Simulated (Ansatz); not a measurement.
Consider the β-hydride elimination: `C#CCBCC` → `BCC#C` + `C=C`.

Computed with Ansatz on PBE0-D4/def2-TZVP structures; ΔE is electronic, products minus reactants. CCSD(T)/CBS is the MP2 limit (def2-TZVPP, def2-QZVPP) plus CCSD(T) − MP2 in def2-TZVPP, frozen cores. This one scheme is used for every species. Functionals use def2-TZVPP. Each species was taken in one conformer, which may not be the lowest.

(1) Is it downhill or uphill in electronic energy at CCSD(T)/CBS, and by how much? (Best estimate.)

(2) What do these levels give: PBE-D4, ωB97X-V, B2PLYP, r2SCAN, PBE0, HF/def2-QZVPP? (An estimate is asked.)

Largest T1 diagnostic among the species: 0.012.

## Answers

(1) The calculation gave: Uphill: ΔE = +1.58 eV.

(2) Ansatz gave: PBE-D4 1.74, ωB97X-V 1.69, B2PLYP 1.47, r2SCAN 1.71, PBE0 1.71, HF/def2-QZVPP 1.15 eV.

The D4 term adds +0.18 eV with B3LYP and +0.10 eV with PBE0; it sums over pairs of atoms, weighted by their polarisabilities, and B3LYP, whose exchange is more repulsive, gets the larger term. From PBE to PBE0 (25 % exact exchange), in def2-TZVPP and without D4, ΔE moves by +0.08 eV.

B3LYP here is the variant with VWN-RPA as its local correlation; programs differ in this.
